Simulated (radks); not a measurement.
Results of a calculation; reference values are marked as such.
All-electron atom: Bi4+ in [Xe] 4f14 5d10 6s1.

Level of theory: non-relativistic Kohn-Sham, PBE, spin-polarised, spherical densities, point nucleus; open shells are filled with parallel spins first (spin-orbit coupling, left out, can overturn this in heavy ions); relativity is left out, which matters for an element this heavy (a radial shooting solver on a logarithmic mesh with Libxc functionals).

Energy parts (Ry):
| part | energy |
|---|---|
| total | -40192.1813 |
| kinetic | 40183.1600 |
| electron-nucleus | -95384.2352 |
| Hartree | 15746.3974 |
| exchange-correlation | -737.5036 |

Orbitals (lengths in bohr, moments of r in powers of bohr; r(max) is where P^2 peaks; r(90%) holds 90 % of the orbital's charge):
orbital  occ.  eigenvalue (Ry)   <1/r>      <r^2>  r(90%)   r(max)
1s up       1        -5958.007   82.45  0.0004442  0.0324  0.01210
1s down     1        -5958.005   82.45  0.0004442  0.0324  0.01210
2s up       1        -1009.343   19.45   0.006880   0.117  0.06568
2s down     1        -1009.342   19.45   0.006880   0.117  0.06568
2p up       3        -972.5838   19.49   0.005068   0.104  0.05091
2p down     3        -972.5828   19.49   0.005068   0.104  0.05091
3s up       1        -244.2619   7.577    0.04222   0.280   0.1788
3s down     1        -244.2607   7.577    0.04222   0.280   0.1788
3p up       3        -226.7215   7.535    0.03875   0.272   0.1680
3p down     3        -226.7202   7.535    0.03875   0.272   0.1680
3d up       5        -193.9812   7.473    0.02967   0.246   0.1316
3d down     5        -193.9801   7.473    0.02967   0.246   0.1316
4s up       1        -57.14634   3.349     0.1983   0.599   0.3960
4s down     1        -57.14402   3.349     0.1983   0.599   0.3960
4p up       3        -49.40398   3.265     0.2019   0.609   0.3942
4p down     3        -49.40157   3.265     0.2019   0.609   0.3943
4d up       5        -35.09430   3.093     0.2082   0.631   0.3847
4d down     5        -35.09178   3.093     0.2081   0.631   0.3847
4f up       7        -15.65355   2.791     0.2215   0.680   0.3376
4f down     7        -15.65082   2.791     0.2214   0.680   0.3376
5s up       1        -12.12001   1.444     0.9562    1.31   0.8560
5s down     1        -12.11260   1.445     0.9548    1.31   0.8561
5p up       3         -9.47713   1.340      1.096    1.42   0.8977
5p down     3         -9.46740   1.342      1.093    1.42   0.8978
5d up       5         -5.14157   1.091      1.631    1.77    1.024
5d down     5         -5.11913   1.096      1.614    1.76    1.022
6s up       1         -3.36732  0.5899      5.162    3.05    1.978
6s down     0         -3.28751  0.5917      5.130    3.04    1.975

The highest occupied level is 6s up at -45.815 eV. Virial ratio -V/T = 2.00022. The spin density at the nucleus is 41.53 e/bohr^3 (1s 0.09, 2s 0.04, 3s 0.02, 4s -0.02, 5s -0.16, 6s 41.57). Summed over all electrons, <r^2> = 37.31 bohr^2, which gives a Langevin (diamagnetic) susceptibility term of -29.6 x 10^-6 cm^3/mol. Spin moment in Bohr magnetons: 1. The electron density at the nucleus is 4.111e+05 e/bohr^3. The density falls to 0.001 e/bohr^3 at r = 3.33 bohr.
